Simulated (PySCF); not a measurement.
Input of a response calculation (the driver script's job line, then coordinates in Å):

```
{"job": {"kind": "uv", "xc": "B3LYP", "basis": "def2-SVPD", "nstates": 8, "ntriplets": 3}, "charge": 0, "multiplicity": 1}
Si    -2.779521     0.288629     0.335657
C     -0.995582    -0.214166     0.062947
C     -0.468201    -1.500582    -0.182390
C      0.884748    -1.322921    -0.293941
N      1.135231    -0.006272    -0.121962
Ge     2.570782     1.134638    -0.099348
N     -0.006374     0.664405     0.093808
H     -3.162353    -0.019615     1.717972
H     -3.616542    -0.501733    -0.574106
H     -2.932734     1.715369     0.066309
H     -1.019506    -2.415581    -0.264881
H      1.684602    -2.014413    -0.480392
H      2.565421     1.779756     1.242605
H      3.793916     0.303120    -0.329553
H      2.341700     2.117357    -1.194640
```

Its output, with some lines taken out ([cut]) and without the SCF cycles:

```
converged SCF energy = -2594.6611557971

[cut]

Singlet excitations
state   eV       nm        f      main configurations
  1   6.0800    203.9   0.00352   H->L+1 0.96
  2   6.1176    202.7   0.08327   H->L 0.71, H-1->L 0.13
  3   6.2252    199.2   0.00456   H-2->L 0.86, H-1->L+1 0.10
[cut]
  5   6.3942    193.9   0.00662   H->L+2 0.98
[cut]
  7   6.5849    188.3   0.02991   H-1->L+2 0.83, H-1->L 0.10
  8   6.8482    181.0   0.00067   H-2->L+1 0.93

[cut]
```

Theory: TDDFT B3LYP/def2-SVPD, vertical, gas phase, core orbitals frozen in the response in PySCF. Geometry: GFN2-xTB; no solvent, vibrations or thermal averaging. Relativistic effects, spin–orbit coupling among them, are left out although an element past zinc is present.

Q: Restore the lines that were cut, in order.

A: 
```
Static polarisability (au): isotropic 104.500, principal 77.374 101.144 134.981
  4   6.2677    197.8   0.00069   H-1->L+1 0.89, H-2->L 0.10
  6   6.5499    189.3   0.11043   H-1->L 0.60, H-1->L+2 0.15, H->L 0.10
Triplet excitations (Tamm-Dancoff, eV): 4.6011 5.0868 5.4532
```

Q: What share of the summed oscillator strength falls to the strongest level in this window?

A: State 6 at 189 nm: 0.1104 of 0.2397, or 46%.

Q: What is the polarisability anisotropy, √(½[(α1 − α2)² + (α2 − α3)² + (α3 − α1)²])?

A: 50.14 au.

Q: Give the mean polarisability in Å³.

A: 104.50 au × 0.148185 = 15.49 Å³.

Q: Which species is it?

A: `[SiH3]C1=N[N]([GeH3])C=C1` (C3H8GeN2Si).

H and L stand for HOMO and LUMO.
